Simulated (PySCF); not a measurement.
Bonds broken one at a time in the series Ga F-Cl. Gas-phase values, no solvent. Strings in code marks are SMILES.

All values below come from PBE-D3(BJ)/def2-TZVP // PBE0-D4/def2-TZVP (PySCF 2.14.0). 

```
species                                dipole moment (D)
-------------------------------------  -----------------
radical fragment (`[F][Ga][F]`)                     2.18
whole molecule (`[F][Ga]([F])[Cl]`)                 0.95
radical fragment (`[F][Ga][Cl]`)                    1.88
whole molecule (`[Cl][Ga]([F])[Cl]`)                0.81
radical fragment (`[Cl][Ga][Cl]`)                   1.55
whole molecule (`[Cl][Ga]([Cl])[Cl]`)                [?]
```

**Question.** Some entries are withheld; supply them.

**Answer.** 
- whole molecule (`[Cl][Ga]([Cl])[Cl]`), dipole moment (D): 0.00
